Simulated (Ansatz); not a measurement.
System: LaI$_{2}$, charge 1, multiplicity 1. The spin state was set by rule; other spins were not relaxed. 
Geometry from a B3LYP-D3(BJ)/def2-TZVP (Ansatz, a quantum-chemistry and plane-wave program) optimisation:
```xyz
3

La     0.1898     0.7118     0.8543
I     -0.3013     1.4013    -1.9016
I      0.0972    -2.1668     0.9829
```
Charge +1, spin multiplicity 1.

Basis-set convergence of Hartree-Fock and CCSD(T) correlation energies (hartree) with Ansatz. Correlated levels leave the core frozen unless marked. Spin-orbit coupling is left out. The frozen core is the preceding noble-gas configuration, with the filled d and f shells of earlier blocks. In def2 rows, elements after Kr have scalar-relativistic effective core potentials.

| basis | functions | E(HF) | E(corr, CCSD(T)) | rough core time |
|---|---|---|---|---|
| def2-SVP | 84 | -624.39902 | -0.25353 | under 20 s |
| def2-TZVPP | 156 | -624.42425 | -0.35322 | under 20 s |
| def2-QZVPP | 245 | -624.42779 | -0.39657 | 25 s |

Extrapolating the two largest sets (X = 3 and 4) as X^-3: E(corr) = (64·(-0.39657) - 27·(-0.35322))/37 = -0.4282 Eh, an estimate of the basis-set limit. The largest set recovers 92.6 % of it, the smallest 59.2 %.
